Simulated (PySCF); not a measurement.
Compound: C2H4B2Cl2S2.
SMILES: `ClB(Cl)[C@H]1CSBS1`

Jobs on this species (12 atoms, 92 electrons) with PySCF (density fitting). Hardware of each: an Arm Neoverse V2 with one thread, shared host. The host was shared with other jobs, so the times are rough. Peak memory is the resident size of the whole Python process, interpreter and libraries included.

```
                                                             level and settings                                                                           work  basis functions  SCF cycles  wall time  peak memory
                                             PBE0-D3(BJ)/def2-SVP, grid level 1                   geometry optimisation from a GFN2-xTB start shaken at random              148           ?          ?            ?
                                                                 PBE0/def2-SVPD  10 singlets by full TDDFT, 4 Tamm–Dancoff triplets, polarisability, ΔSCF ions              220           ?          ?            ?
                                                                 B3LYP/pcSseg-1                                             shieldings, ring-centre shieldings              184           ?          ?            ?
                                        PBE0/def2-SVPD, IEF-PCM tetrahydrofuran                                       6 singlets by full TDDFT, polarisability              220          14       36 s      1.1 GiB
delta-SCF UKS SCAN, pcX-2 on the ionised atom, pcseg-1 elsewhere, spin-free X2C                                                 ΔSCF core ionisation, 10 holes              190         166    1.7 min     0.74 GiB
                                         PBE0/pcSseg-1, IEF-PCM tetrahydrofuran                shieldings, ring-centre shieldings, charges and field gradients              184          13       27 s      1.1 GiB
                                                                  PBE0/pcSseg-1                shieldings, ring-centre shieldings, charges and field gradients              184          14       22 s     0.88 GiB
            BHandHLYP/aug-pcX-1 (pcseg-1 on H, def2-SVPD on Cl, def2-SVPD on S)                                                           K-edge TDA, 24 lines              260          12       28 s      1.2 GiB
                                                   PBE0/pcSseg-1, IEF-PCM water                                             shieldings, ring-centre shieldings              184          13       25 s      1.1 GiB
```

Problem. Fill in the missing figures.

Solution. 
- PBE0-D3(BJ)/def2-SVP, grid level 1; geometry optimisation from a GFN2-xTB start shaken at random: 57 s, 0.59 GiB, 39 SCF cycles
- PBE0/def2-SVPD; 10 singlets by full TDDFT, 4 Tamm–Dancoff triplets, polarisability, ΔSCF ions: 1.9 min, 0.88 GiB, 14 SCF cycles
- B3LYP/pcSseg-1; shieldings, ring-centre shieldings: 24 s, 0.88 GiB, 14 SCF cycles

Problem. What do all jobs in the table cost together?

Solution. About 7.2 min; the longest takes about 26 % of that, and about 5.2 times as long as the shortest.
